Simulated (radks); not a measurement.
The numbers below are computed, except where a source is named.
Spherical quantum dot in the effective-mass picture: electrons in a parabolic well V = omega^2 r^2 / 2 with omega = 0.902, all in effective atomic units (hartree* = m*/eps^2 hartree, bohr* = eps/m* bohr), one dielectric constant everywhere. Level of theory: non-relativistic Kohn-Sham, exchange-only LDA, spin-polarised, spherical densities (a radial shooting solver with Libxc functionals). Levels are named by radial order and angular momentum (1s, 1p, 1d, 2s, ...), and open shells are averaged over m.

N = 26, configuration 1s2 1p6 1d10 2s2 1f(up 6, down 0). This is the lowest configuration that the search found. Occupied and some empty levels:

| level | occupation | eigenvalue (hartree*) | <r> (bohr*) |
|---|---|---|---|
| 1s up | 1 | 11.571 | 1.910 |
| 1s down | 1 | 11.613 | 1.850 |
| 1p up | 3 | 11.925 | 2.360 |
| 1p down | 3 | 11.989 | 2.323 |
| 1d up | 5 | 12.336 | 2.669 |
| 1d down | 5 | 12.412 | 2.651 |
| 2s up | 1 | 12.448 | 2.270 |
| 2s down | 1 | 12.500 | 2.295 |
| 1f up | 6 | 12.797 | 2.910 |
| 1f down | 0 | 12.880 | 2.905 |
| 2p up | 0 | 12.973 | 2.546 |
| 2p down | 0 | 13.024 | 2.558 |
| 1g up | 0 | 13.303 | 3.112 |
| 1g down | 0 | 13.387 | 3.115 |
| 2d up | 0 | 13.525 | 2.803 |
| 2d down | 0 | 13.580 | 2.807 |

Energy (hartree*): total 205.055, kinetic 20.856, external 75.304, Hartree 118.56, exchange-correlation -9.6676.

Electron density:

| r (bohr*) | n(r) (e/bohr*^3) |
|---|---|
| 0.107 | 0.2394 |
| 0.509 | 0.2154 |
| 0.911 | 0.1808 |
| 1.31 | 0.1649 |
| 1.72 | 0.1742 |
| 2.12 | 0.1857 |
| 2.52 | 0.1699 |
| 2.92 | 0.1215 |
| 3.33 | 0.06431 |
| 3.73 | 0.02432 |
| 4.13 | 0.006422 |
| 4.53 | 0.001183 |
| 4.93 | 0.0001525 |
| 5.34 | 0.00001371 |
